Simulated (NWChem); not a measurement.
System: C3H6OS; SMILES C(SC=O)C

```xyz
11

C      0.7978     1.8524    -0.4198
C     -0.0059     1.1023     0.6249
S     -1.0881    -0.1814    -0.0720
C      0.0617    -1.5123    -0.1870
O      1.2138    -1.4799     0.1469
H      1.4052     2.6352     0.0618
H      1.4819     1.1721    -0.9469
H      0.1457     2.3350    -1.1629
H     -0.6781     1.7694     1.1850
H      0.6521     0.5937     1.3455
H     -0.4298    -2.4187    -0.6139
```
Atoms are numbered in this order, from 1.

Computed with NWChem. All runs use the structure optimised with PBE0/def2-SVP. Total energies of different functionals are on different scales.

```tsv
level	energy (Ha)	highest occupied level (eV)	orbital gap (eV)	dipole (D)	relative time
PBE/def2-TZVP	-591.0289	-6.21	4.37	1.60	1
B3LYP/def2-TZVP	-591.4569	-7.30	6.26	1.66	1
TPSSh/def2-TZVP	-591.4626	-6.86	5.58	1.59	1
CAM-B3LYP/def2-TZVP	-591.3494	-8.82	9.21	1.65	10
Hartree-Fock/def2-TZVP	-589.5716	-10.24	13.53	1.70	1
```

Times are rough ratios from one shared machine.
